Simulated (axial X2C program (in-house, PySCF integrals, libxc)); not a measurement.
## Density and ELF of GaO⁻

Computed with an in-house all-electron X2C program for linear molecules (integrals from PySCF). Two-component (2c) means X2C with spin–orbit coupling and atomic mean-field two-electron Coulomb and Gaunt terms. Basis: Ga dyall-acv3z [10s10p8d5f1g], O dyall-av3z [7s6p3d2f] (cores contracted in-house); Gaussian nuclei, density fitting, unrestricted open shells. Masses: Ga 68.926 u, O 15.995 u.

PBE0, two-component, state Ω = 0 (closed shell); Ga at z = 0, O at z = 1.708 Å.

The maps cover the half plane through the axis: z from -2.4 to 3.6 Å along the bond, ρ from 0.15 to 2.25 Å away from it.

log10 of the density in e/bohr³:

```
 ρ\z  -2.4  -1.8  -1.2  -0.6   0.0   0.6   1.2   1.8   2.4   3.0   3.6
0.15  -2.7  -2.1  -1.5  -0.4   1.4  -0.4  -0.4   0.4  -0.8  -2.0  -3.0
0.45  -2.8  -2.2  -1.6  -0.8   0.2  -0.8  -0.7  -0.3  -1.0  -2.1  -3.0
0.75  -2.9  -2.3  -1.7  -1.2  -0.8  -1.3  -1.1  -0.9  -1.4  -2.3  -3.2
1.05  -3.0  -2.4  -2.0  -1.6  -1.5  -1.6  -1.6  -1.5  -1.9  -2.6  -3.3
1.35  -3.1  -2.6  -2.2  -1.9  -1.9  -2.0  -2.0  -2.0  -2.3  -2.9  -3.5
1.65  -3.3  -2.9  -2.5  -2.3  -2.2  -2.4  -2.4  -2.4  -2.7  -3.2  -3.7
1.95  -3.5  -3.1  -2.8  -2.6  -2.6  -2.7  -2.8  -2.8  -3.1  -3.5  -4.0
2.25  -3.7  -3.3  -3.1  -2.9  -2.9  -3.0  -3.1  -3.2  -3.4  -3.8  -4.2
```

Electron localisation function (collinear form, no current term, damped to 0 at low density):

```
 ρ\z  -2.4  -1.8  -1.2  -0.6   0.0   0.6   1.2   1.8   2.4   3.0   3.6
0.15  0.94  0.97  0.75  0.33  0.29  0.25  0.82  0.17  0.86  0.48  0.12
0.45  0.92  0.97  0.81  0.21  0.68  0.14  0.80  0.82  0.82  0.43  0.10
0.75  0.89  0.96  0.87  0.27  0.20  0.15  0.69  0.81  0.71  0.34  0.07
1.05  0.81  0.95  0.91  0.53  0.22  0.23  0.52  0.64  0.51  0.23  0.04
1.35  0.64  0.92  0.92  0.72  0.39  0.26  0.36  0.43  0.32  0.13  0.02
1.65  0.37  0.83  0.88  0.76  0.45  0.23  0.24  0.28  0.19  0.07  0.01
1.95  0.14  0.61  0.78  0.66  0.37  0.17  0.16  0.17  0.10  0.03  0.00
2.25  0.04  0.26  0.53  0.47  0.24  0.11  0.09  0.08  0.04  0.01  0.00
```

The state is one determinant whose occupation by symmetry is held fixed; it was picked as the lowest of a PBE0 search that is not exhaustive.
